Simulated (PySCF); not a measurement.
Species: C2H7ClSi4 (charge +1 and doublet state).
Cartesian coordinates in Å at the GFN2-xTB level; atoms count from 1:
```xyz
14
C2H7ClSi4 angstrom
C      2.5702    0.3305   -2.3747
C      2.0447    0.1772   -1.2999
Si     1.2395   -0.0792    0.3331
Si    -0.4888   -1.8242    0.3312
Si    -2.2210   -0.1466    0.5152
Si    -0.5550    1.6338    0.6800
Cl    -0.4317    2.4684    2.4987
H      3.0367    0.4677   -3.3097
H      2.3612   -0.0885    1.2778
H     -0.3290   -2.7589    1.4505
H     -0.4714   -2.6821   -0.8557
H     -3.1022    0.0268   -0.6420
H     -3.1346   -0.2593    1.6551
H     -0.5193    2.7340   -0.2818
```

As a line formula: `[CH+]=[C][Si@@H]1[SiH2][SiH2][Si@H]1Cl` [radical] (charge +1).

Computed, not measured: PySCF, UKS B3LYP, pcH-1 on C Cl H Si, non-relativistic, mean-field spin-orbit, GIAO. Geometry: GFN2-xTB; no solvent, vibrations or thermal averaging. The geometry wasn't refined by DFT: couplings that depend on bond lengths, twists or pyramidal angles can differ widely from those at the functional's own minimum, by a factor of two or more for some ions and for spin on atoms past the first row. Stability of the SCF solution: not tested.

Task: Give the principal g shifts and their parts.

Result: 
```tsv
Δg (ppt)	1	2	3
relativistic mass correction	-0.16	-0.16	-0.16
gauge correction	0.02	0.03	0.04
orbital Zeeman/spin–orbit	2.97	11.52	18.93
total	2.82	11.39	18.81
```

So g = 2.00514, 2.01371, 2.02112 and g_iso = 2.01332; the tensor is rhombic: the two nearest values differ by 46 % of g3 − g1. 

Task: At 94.473 GHz, how far is the centre of the isotropic spectrum from where a free electron (g = 2.002319) resonates?

Result: B = hν/(g μB) with μB/h = 13.99624 MHz/mT gives 3371.03 mT for the free electron and 3352.61 mT at g_iso, 18.43 mT lower.

Task: What effective moment and Curie constant follow for a powder?

Result: With the mean of g² = 4.0535 and S(S+1) = 0.75: μ_eff = √(⟨g²⟩S(S+1)) = 1.744 μB and χT = 0.12505·⟨g²⟩·S(S+1) = 0.380 cm³ K/mol (cgs; spin-Hamiltonian part alone).

Task: In a frozen sample, at which fields do the three g values resonate at 9.5, 34, 94 and 263 GHz (hyperfine left aside), and which band first spreads them over more than twice a line width of 0.5 mT?

Result: 
```
band    GHz  B(g3) mT  B(g2) mT  B(g1) mT  spread mT
   X    9.5    335.83    337.07    338.51       2.68
   Q   34.0   1201.92   1206.34   1211.50       9.58
   W   94.0   3322.95   3335.19   3349.44      26.49
   J  263.0   9297.18   9331.42   9371.29      74.12
```

The spread grows in proportion to the frequency. X band is the first where it exceeds 1.0 mT.

The largest Mulliken spin populations are on Si3 (+0.24), Si6 (+0.22), C1 (+0.21) and Si4 (+0.14).

The HOMO–LUMO gaps are 5.64 eV among the α and 1.82 eV among the β orbitals.

The SMILES draws the unpaired electron on C2; the largest computed Mulliken spin population is on Si3 (0.24 against -0.02).
